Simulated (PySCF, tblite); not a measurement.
C₅H₁₂PS (charge +1).
Z-matrix (Å and degrees, GFN2-xTB geometry), rows numbered from 1:
```
C 
S   1  1.8086
C   2  1.8197  1   98.71
P   3  1.8502  2  111.06  1   -80.45
C   4  1.7968  3  117.86  2    -5.93
C   5  1.5339  4   65.56  3  -107.01
C   6  1.5055  4  119.28  5  -110.56
H   1  1.0894  2  109.90  3    55.25
H   1  1.0855  2  106.58  3   174.31
H   1  1.0859  2  109.81  3   -67.16
H   3  1.0923  2  107.79  1   160.48
H   3  1.0914  2  110.46  1    40.65
H   4  1.3778  3  119.26  2   139.55
H   5  1.0858  4  115.94  6   108.25
H   5  1.0829  4  118.61  6  -109.97
H   6  1.0866  4  114.91  5   108.06
H   7  1.0875  6  111.09  4   -85.95
H   7  1.0885  6  111.70  4    36.22
H   7  1.0887  6  108.92  4   155.46
```

Computed geometry: GFN2-xTB, gas phase.

Take the most abundant isotopes and a rigid rotor. The values belong to one conformer with, in the numbering `[CH3:1][S:2][CH2:3][P@@H+:4]1[CH2:5][C@@H:6]1[CH3:7]`, C1–S2–C3–P4 -80°, S2–C3–P4–C5 -6°.

(1) What are A, B and C (MHz)?

(2) Classify the top.

(3) Is it planar, by Δ = Ic − Ia − Ib?

(4) Give the coordinates in the principal-axis frame, origin at the centre of mass.

(5) Estimate the classical rotational partition function at 10 K, 50 K and 100 K.

## Answers

(1) Ia = 179.26, Ib = 434.36, Ic = 471.90 u·Å²; 505379 MHz·u·Å²/I gives A = 2819, B = 1163, C = 1071 MHz.

(2) An asymmetric top: κ = (2 × 1163 − 2819 − 1071)/(2819 − 1071) = -0.89.

(3) Not planar: Δ = Ic − Ia − Ib = -141.72 u·Å². For a rigid frame Δ = −2 Σ m c², so Σ m c² = 70.86 u·Å² lies off the ab plane: 19.76 from hydrogen and 51.10 from heavier atoms. The atom farthest from that plane is 2.02 Å away.

(4) The sense of each axis is arbitrary; atoms in the order of the calculation.
| atom | mass (u) | a (Å) | b (Å) | c (Å) |
| --- | --- | --- | --- | --- |
| C1 | 12.000 | 2.551 | -0.535 | -0.765 |
| S2 | 31.972 | 1.634 | 0.804 | 0.035 |
| C3 | 12.000 | 0.687 | -0.187 | 1.231 |
| P4 | 30.974 | -0.788 | -0.965 | 0.429 |
| C5 | 12.000 | -1.151 | -0.520 | -1.273 |
| C6 | 12.000 | -2.112 | 0.084 | -0.240 |
| C7 | 12.000 | -2.078 | 1.567 | 0.018 |
| H8 | 1.008 | 1.857 | -1.285 | -1.144 |
| H9 | 1.008 | 3.097 | -0.087 | -1.590 |
| H10 | 1.008 | 3.252 | -0.972 | -0.061 |
| H11 | 1.008 | 0.345 | 0.483 | 2.023 |
| H12 | 1.008 | 1.314 | -0.971 | 1.658 |
| H13 | 1.008 | -1.126 | -2.260 | 0.755 |
| H14 | 1.008 | -0.459 | 0.174 | -1.740 |
| H15 | 1.008 | -1.533 | -1.284 | -1.939 |
| H16 | 1.008 | -3.105 | -0.354 | -0.204 |
| H17 | 1.008 | -2.544 | 1.809 | 0.970 |
| H18 | 1.008 | -1.060 | 1.954 | 0.009 |
| H19 | 1.008 | -2.637 | 2.074 | -0.766 |

(5) Point group C1, symmetry number σ = 1; q = (√π/σ)·√((kT/h)³/(ABC)), k/h = 20836.6 MHz/K: 2840 at 10 K, 31800 at 50 K, 89900 at 100 K.

Its GFN2-xTB frequencies are all real (lowest 48 cm⁻¹). These are rigid-rotor constants of the computed structure; measured ground-state constants (B0) also hold zero-point vibration.
